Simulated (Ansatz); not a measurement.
Mulliken charges of `O[Si@@]1(Br)O[C@H]1F` from r2SCAN/def2-TZVPP in Ansatz (PBE0-D4/def2-TZVP geometry).

| atom | x (Å) | y (Å) | z (Å) | charge (e) |
| --- | --- | --- | --- | --- |
| O1 | 0.873 | -0.370 | -1.674 | -0.376 |
| Si2 | 0.698 | -0.057 | -0.098 | 0.651 |
| Br3 | 2.644 | -0.318 | 0.832 | -0.147 |
| O4 | -0.232 | 1.219 | 0.376 | -0.361 |
| C5 | -0.878 | -0.023 | 0.781 | 0.147 |
| F6 | -2.043 | -0.220 | 0.106 | -0.212 |
| H7 | 0.102 | -0.222 | -2.230 | 0.220 |
| H8 | -1.072 | -0.066 | 1.851 | 0.077 |

Q: By hand: the dipole of these point charges (1 e Å = 4.8032 D).

A: Σ q r = (0.065, -0.302, 0.052) e Å, of length 0.313 e Å = 1.50 D.

Q: How does the dipole of the full density compare? (Best estimate.)

A: Ansatz gave: (0.039, -0.178, -0.089) e Å, 0.97 D; the point charges give 1.55 times that, at 36° from its direction.

Point charges leave out the atoms' own dipoles, such as those of lone pairs, and Mulliken's split depends on the basis, so the two needn't agree.
